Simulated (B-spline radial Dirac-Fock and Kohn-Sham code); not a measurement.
## W⁵⁹⁺: scattering cross sections and density moments

System: tungsten as W⁵⁹⁺, configuration 1s2 2s2 2p6 3s2 3p3.

Model: relativistic Hartree-Fock (Dirac-Fock) wave functions, averaged over the configuration. Program: a radial atomic solver.

* Sum of ⟨r⟩: 1.511 bohr
* Sum of ⟨r²⟩: 0.2415 bohr²
* Sum of ⟨1/r⟩: 372.43 per bohr
* Langevin diamagnetic susceptibility: -0.191 × 10⁻⁶ cm³/mol
* Lamb shielding (α²/3)Σ⟨1/r⟩: 6611 ppm

Coherent scattering is the Thomson cross section weighted by f₀², without anomalous dispersion; incoherent scattering is Klein-Nishina weighted by S. The Lamb formula is the non-relativistic shielding expression. Electron correlation is left out. A dash stands where the photon energy is too low for the impulse approximation behind that column.

```csv
hν (keV),coherent (b),incoherent (b),incoherent per electron (b)
5,146.8,–,–
8.0478,142.5,–,–
17.4793,121.2,–,–
50,56.30,3.312,0.221
100,23.86,4.526,0.302
200,8.017,4.815,0.321
500,1.598,4.009,0.267
1000,0.4276,3.068,0.205
```

Incoherent scattering overtakes coherent scattering between 200 and 500 keV.

Values without a named source are computed, but for edge energies of neutral atoms, which are taken from tables.
